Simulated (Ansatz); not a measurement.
H₄O₃SSn, singlet, geometry from GFN2-xTB (such geometries of metal compounds can be far from the true shape) (core potentials on Sn); PBE0/def2-SVP in Ansatz (a first-principles code).

Here is a job for Ansatz.
Ansatz 0.2 input:
```yaml
crystal:
  periodic: [false, false, false]
  atoms:
    - {symbol: O, position_ang: [-0.55439134, 1.28434620, -1.48308623]}
    - {symbol: Sn, position_ang: [-0.19638373, 0.02521451, -0.06131316]}
    - {symbol: O, position_ang: [-1.47742495, 0.52604853, 1.31243158]}
    - {symbol: O, position_ang: [-0.62870701, -1.73038449, -0.76953895]}
    - {symbol: S, position_ang: [2.03490383, -0.06581830, 0.70853524]}
    - {symbol: H, position_ang: [-0.97801228, 2.09250389, -1.19064348]}
    - {symbol: H, position_ang: [-1.60688802, -0.11935057, 2.00769997]}
    - {symbol: H, position_ang: [-1.21723806, -1.70749921, -1.52499656]}
    - {symbol: H, position_ang: [2.34704952, -1.11336898, -0.04141653]}
basis:
  gaussian:
    orbitals: def2-SVP
hamiltonian:
  xc: pbe0
```

It wrote (shortened):

```
Functional definition: PBE0
1098 factors; integrals over basis functions are off by at most 6.1e-4 eV
mean field evaluation 1: about -22844.0159 eV, gradient 8.2e1 eV
mean field evaluation 2: about -22819.1719 eV, gradient 1.4e2 eV
mean field evaluation 4: about -22855.9625 eV, gradient 4.2e0 eV
mean field evaluation 8: about -22856.1882 eV, gradient 4.0e-1 eV
mean field evaluation 16: about -22856.1885 eV, gradient 2.4e-4 eV
mean field -22856.18851676 eV, -839.9494355101 hartree, gradient 2.3e-5 eV, S^2 0.000000; 0 other end points of the search recorded, 0 dependent functions left out
reference -22856.18854597 eV, -839.9494365834 hartree; 33, 33 occupied and 73, 73 virtual orbitals, 1098 factors
Total energy: -22856.18854597 eV, -839.9494365834 hartree
```
